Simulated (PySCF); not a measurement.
The vertical singlet excitations below were computed for one of the candidates. Method used: TDDFT PBE0/def2-SVPD, vertical, gas phase, core orbitals frozen in the response in PySCF. Geometries: GFN2-xTB, one conformer each.

```json
{"state": "S1", "ν̃ (cm⁻¹)": "51250", "f": "0.0017", "main configurations (H = HOMO, L = LUMO)": "H→L+1 (96%)"}
{"state": "S2", "ν̃ (cm⁻¹)": "53310", "f": "0.065", "main configurations (H = HOMO, L = LUMO)": "H→L (78%), H-1→L (10%)"}
{"state": "S3", "ν̃ (cm⁻¹)": "55700", "f": "0.0067", "main configurations (H = HOMO, L = LUMO)": "H-2→L (98%)"}
{"state": "S4", "ν̃ (cm⁻¹)": "56480", "f": "0.0002", "main configurations (H = HOMO, L = LUMO)": "H→L+2 (80%), H-1→L+1 (14%)"}
{"state": "S5", "ν̃ (cm⁻¹)": "57470", "f": "0.0008", "main configurations (H = HOMO, L = LUMO)": "H-1→L+1 (80%), H→L+2 (11%)"}
{"state": "S6", "ν̃ (cm⁻¹)": "58490", "f": "0.022", "main configurations (H = HOMO, L = LUMO)": "H-1→L (57%), H→L+4 (24%), H→L (13%)"}
```

Task: Which candidate is it?
A. `N#CC1=N[SiH2]C1`
B. `CCNC(C)=S`
C. `CC1=C(F)NN=C1`
D. `C/N=C\[C@H](F)C#N`

Result: C. Its S1, at 6.35 eV, is the highest among the candidates; the nearest of the others has S1 at 4.74 eV. S1 is HOMO→LUMO+1 (96%). Löwdin shares by element: HOMO carbon 47% or more, nitrogen 23% or more, fluorine 9% (atoms not listed hold the other 21%); LUMO nitrogen 44%, carbon 35% or more (atoms not listed hold the other 21%). At the same level the other candidates give, for their lowest levels:
- `C/N=C\[C@H](F)C#N`: 4.74 eV (f 0.002); 5.82 eV (f 0.004); 6.93 eV (f 0.013); 7.18 eV (f 0.013); 7.35 eV (f 0.005); T1 3.92 eV; HOMO -7.77, LUMO -1.09 eV
- `CCNC(C)=S`: 3.49 eV (f 0.000); 5.20 eV (f 0.181); 5.35 eV (f 0.074); 5.84 eV (f 0.004); 6.19 eV (f 0.002); T1 3.16 eV; HOMO -5.93, LUMO -0.75 eV
- `N#CC1=N[SiH2]C1`: 3.64 eV (f 0.000); 5.53 eV (f 0.001); 5.69 eV (f 0.024); 6.18 eV (f 0.003); 6.27 eV (f 0.167); T1 3.00 eV; HOMO -7.82, LUMO -2.27 eV
Triplets come from the Tamm–Dancoff approximation.
